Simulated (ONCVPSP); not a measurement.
What the settings do to the ONCV potential of vanadium

Base potential:

ONCVPSP 4.0.1 input, shortened (lines: element, Z, core and valence counts, functional; n l f; lmax; l rc ep ncon nbas qcut; lloc lpopt rc5 dvloc0; l nproj debl; icmod fcfact rcfact), PBE, scalar-relativistic:

```
  V 23.00    3    4        4      upf
    1    0    2.00
    2    0    2.00
    2    1    6.00
    3    0    2.00
    3    1    6.00
    3    2    3.00
    4    0    2.00
    2
    0    1.85    0.00    3    7    7.00
    1    1.55    0.00    4    9    9.70
    2    2.25    0.00    4    9    6.10
    4    5    1.05    0.00
    0    2    1.80
    1    2    1.10
    2    2    0.80
    0    0.00    0.00
```

In the p channel the program set the typed energies aside and used -1.618, 0.250 Ha.

All-electron outer shells of the reference configuration (PBE, scalar-relativistic, ld1.x):

```csv
shell,level (eV),outermost node (bohr),outermost maximum (bohr)
2p,-503.16,–,0.21
3s,-70.24,0.38,0.82
3p,-44.04,0.35,0.84
3d,-5.16,–,0.90
4s,-4.70,1.17,2.76
```

Cutoffs, loose and tight: the cutoffs (Ha) at which the residual kinetic energy of the hardest occupied pseudo-wave falls to 1 and 0.1 mHa per electron. They do not see the model core or the augmentation charge, which bear on the density cutoff. Test errors are all-electron minus pseudo excitation energies from the reference, over the configurations 3s2 3p6 3d3 4s1; 3s2 3p6 3d3 4s0; 3s2 3p6 3d2 4s0; 3s2 3p5 3d3 4s2. A dash means not determined; rows that change the core or the reference have their own tests.

| change | outcome | cutoff, loose | cutoff, tight | bound ghosts | GHOST(+) flags above zero | largest test error (meV) |
| --- | --- | --- | --- | --- | --- | --- |
| base | generated, projector energies reset by the program | 24 Ha | 30 Ha | none | none | -291 |
| all radii scaled by about 0.80 (s 1.48, p 1.24, d 1.78 bohr); local potential polynomial inside 0.84 bohr (lpopt 5, dvloc0 0 Ha) | generated, projector energies reset by the program | 61 Ha | 98 Ha | none | s | -174 |
| all radii scaled by about 0.90 (s 1.66, p 1.40, d 2.02 bohr); local potential polynomial inside 0.94 bohr (lpopt 5, dvloc0 0 Ha) | generated, projector energies reset by the program | 24 Ha | 67 Ha | none | none | -236 |
| all radii scaled by about 1.07 (s 1.98, p 1.66, d 2.40 bohr); local potential polynomial inside 1.12 bohr (lpopt 5, dvloc0 0 Ha) | generated, projector energies reset by the program | 24 Ha | 30 Ha | none | none | -327 |
| all radii scaled by about 1.11 (s 2.06, p 1.72, d 2.50 bohr); local potential polynomial inside 1.18 bohr (lpopt 5, dvloc0 0 Ha) | generated, projector energies reset by the program | 24 Ha | 30 Ha | none | none | -343 |
| all radii scaled by about 1.18 (s 2.18, p 1.82, d 2.64 bohr); local potential polynomial inside 1.24 bohr (lpopt 5, dvloc0 0 Ha) | generated, projector energies reset by the program | 24 Ha | 29 Ha | none | none | -373 |
| all radii scaled by about 1.25 (s 2.32, p 1.94, d 2.82 bohr); local potential polynomial inside 1.32 bohr (lpopt 5, dvloc0 0 Ha) | generated, projector energies reset by the program | 23 Ha | 28 Ha | none | none | -403 |
| all radii scaled by about 1.32 (s 2.44, p 2.04, d 2.96 bohr); local potential polynomial inside 1.38 bohr (lpopt 5, dvloc0 0 Ha) | generated, projector energies reset by the program | 22 Ha | 27 Ha | none | none | +449 |

Task: What comes out with this change to the base: all radii scaled by about 0.83 (s 1.54, p 1.28, d 1.88 bohr); local potential polynomial inside 0.88 bohr (lpopt 5, dvloc0 0 Ha)?

Result: outcome: generated, projector energies reset by the program; cutoff, loose: 30 Ha; cutoff, tight: 85 Ha; bound ghosts: none; GHOST(+) flags above zero: none; largest test error (meV): -199.

Reading the sweep of the scale of all radii (base = 1) (base included, trends over the rows without a ghost): The loose cutoff falls from 61 Ha at 0.8 to 22 Ha at 1.32, with one reversal. A larger radius leaves more room for a smooth pseudo-wave, so fewer plane waves are needed; a smaller one forces it to follow the all-electron wave where it bends sharply. The median size of the test errors (rows with all tests solved) rises from 52.3 meV at 0.8 to 235.5 meV at 1.32. More of the atom is replaced by a form fitted at one configuration, so other configurations suffer as the radius grows.
